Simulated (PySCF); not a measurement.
[WO(CN)4]-, C4N4OW (charge -1 and doublet state).
Bonds: W1–O2, W1–C3, W1–C5, W1–C7, W1–C9, C3–N4, C5–N6, C7–N8, C9–N10.

Computed with PBE0-D3(BJ)/def2-SVP geometry optimisation, gas phase, def2 core potentials past Kr in PySCF.

Task: Give the optimised bond lengths and angles.

Result: 
| bond | length (pm) |
| --- | --- |
| W1–O2 | 168.2 |
| W1–C3 and 3 like bonds | 212.5 |
| C3–N4 and 3 like bonds | 116.6 |

Bonds in one row agree within 1 pm and their mean is given. A selection of angles:
| angle | degrees |
| --- | --- |
| O2–W1–C3 | 109.3 |
| C3–W1–C5 | 83.8 |
| C3–W1–C7 | 141.5 |
| W1–C3–N4 | 178.4 |

All 4 C–W bonds measure 2.125 Å. W1 (tungsten bonded to 4 C and O) is square pyramidal (τ5 = (β − α)/60° = 0.00 from the two widest angles, 141.5° and 141.5° (0 for a square pyramid, 1 for a trigonal bipyramid)). All 4 C–N bonds measure 1.166 Å.

Point group: C4v (tolerance 0.08 Å). Stationary, but not proved a minimum. ⟨S²⟩ = 0.763 (exact for a doublet: 0.75). The geometry's basis has no diffuse functions, a weakness for an anion.

Time: 2.3 min. Hardware: one thread of an Arm Neoverse V1 (shared host). That covers the optimisation of the geometry.

For an open-shell metal species like this, the optimisation's SCF solution wasn't tested for stability and no frequencies at its level were run, so a lower state or another shape may exist.
